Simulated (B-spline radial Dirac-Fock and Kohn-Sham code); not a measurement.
**Ho 3d5/2: cross section and angular parameters**

System: the Ho atom in the configuration [Xe] 4f11 6s2; threshold 1351.0 eV (tabulated edge). Method: Dirac-Hartree-Slater photoionisation with a Latter tail; cross sections with all multipoles, angular parameters from the dipole term and its interference with E2. Computed with a radial B-spline solver.

For linearly polarised light dσ/dΩ = σ/(4π) [1 + β P₂(cos θ) + (δ + γ cos²θ) sin θ cos φ], with θ from the polarisation vector and φ the angle between the beam and the projection of the electron momentum on the plane normal to the polarisation.

| hν (eV) | σ (kb) | β | γ | δ |
| --- | --- | --- | --- | --- |
| 1450 | 818 | 0.412 | -0.053 | -0.003 |
| 1486.9 | 765 | 0.444 | -0.075 | -0.006 |
| 2110 | ? | ? | ? | ? |
| 3610 | 66.3 | 1.225 | 0.380 | 0.077 |
| 3630 | 65.2 | 1.226 | 0.387 | 0.078 |
| 4050 | 46.5 | 1.221 | 0.512 | 0.089 |
| 5414.7 | 18.4 | 1.172 | 0.851 | 0.123 |
| 5460 | 17.9 | 1.170 | 0.861 | 0.124 |
| 6000 | 13.2 | 1.145 | 0.969 | 0.138 |
| 6230 | 11.6 | 1.134 | 1.012 | 0.143 |
| 10300 | 2.05 | 0.957 | 1.566 | 0.243 |
| 11300 | 1.47 | 0.920 | 1.659 | 0.267 |
| 12000 | 1.18 | 0.896 | 1.718 | 0.284 |

Problem. Give the values at 2110 eV.

Solution. σ = 310 kb, β = 1.035, γ = -0.119, δ = 0.022.
